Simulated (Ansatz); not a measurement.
Reaction: CH6AlN (SMILES C[NH][AlH2]) → CH6AlN (SMILES [CH3][AlH][NH2])
Each species at its own B3LYP-D3(BJ)/def2-TZVP minimum (Ansatz, a quantum-chemistry and plane-wave program), one conformer.

Quantity: isomerisation energy (electronic), in kcal/mol. Radicals and triplets start from unrestricted determinants; spin-orbit coupling is neglected. CBS(X,Y): correlation extrapolated as X^-3, Hartree-Fock from the larger set. A bracket is a step between two methods taken in the basis named. Functionals run without relativity, which enters their misses. 'core' is core correlation in cc-pwCVTZ (1s frozen past Ne), 'X2C' scalar relativity in cc-pVTZ-DK, both at CCSD(T).

CCSD(T)/CBS(cc-pV(T+d)Z,cc-pV(Q+d)Z) + [CCSDT(Q) - CCSD(T)]/cc-pV(D+d)Z + core + X2C (Ansatz) gives -21.1 kcal/mol.

Problem. How far off this value is PBE/def2-TZVPD (Ansatz), in which direction, and which of these levels come nearer: B3LYP/def2-TZVPD, PBE0/def2-TZVPD, wB97M-V/def2-TZVPD, CCSD(T)/CBS(cc-pV(T+d)Z,cc-pV(Q+d)Z) + core + X2C?

Solution. PBE gives -19.9 kcal/mol, 1.2 kcal/mol above it. Differences of the others: B3LYP/def2-TZVPD (Ansatz) 1.5; PBE0/def2-TZVPD (Ansatz) 1.0; wB97M-V/def2-TZVPD (Ansatz) 0.6; CCSD(T)/CBS(cc-pV(T+d)Z,cc-pV(Q+d)Z) + core + X2C (Ansatz) 0.0 kcal/mol. Nearer than PBE: PBE0/def2-TZVPD, wB97M-V/def2-TZVPD, CCSD(T)/CBS(cc-pV(T+d)Z,cc-pV(Q+d)Z) + core + X2C.
